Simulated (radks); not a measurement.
The numbers below are computed, except where a source is named.
Question: Mean orbital radii <r> (bohr) of neutral samarium, [Xe] 4f6 6s2, of relativity; Dirac values are averaged over j with weights 2j + 1. Spin-unpolarised spherical Kohn-Sham, PBE, point nucleus unless stated (finite: rms radius 5.0819 fm), a radial shooting solver on a logarithmic mesh with Libxc functionals. A level marked "c x" has the speed of light scaled by that factor and shares open shells by 2j + 1; other Dirac levels either fill j = l - 1/2 first or share by 2j + 1.

| shell | non-rel. |
|---|---|
| 3s | 0.2706 |
| 3p | 0.2604 |
| 3d | 0.2318 |
| 4s | 0.6128 |
| 4p | 0.6288 |
| 4d | 0.6706 |
| 5s | 1.501 |
| 5p | 1.702 |
| 4f | 0.9474 |
| 6s | 4.571 |
| 5d (empty) | 3.113 |
| 6p (empty) | 6.037 |

Give the values at the level "Dirac, 2j+1 shares".

Answer: 
shell       Dirac, 2j+1 shares  change of magnitude (%)
3s                      0.2545                    -5.95
3p                      0.2527                    -2.96
3d                      0.2310                    -0.36
4s                      0.5791                    -5.51
4p                      0.6125                    -2.59
4d                      0.6710                    +0.06
5s                       1.411                    -6.01
5p                       1.660                    -2.44
4f                       1.021                    +7.75
6s                       4.322                    -5.45
5d (empty)               3.350                    +7.63
6p (empty)               6.057                    +0.32
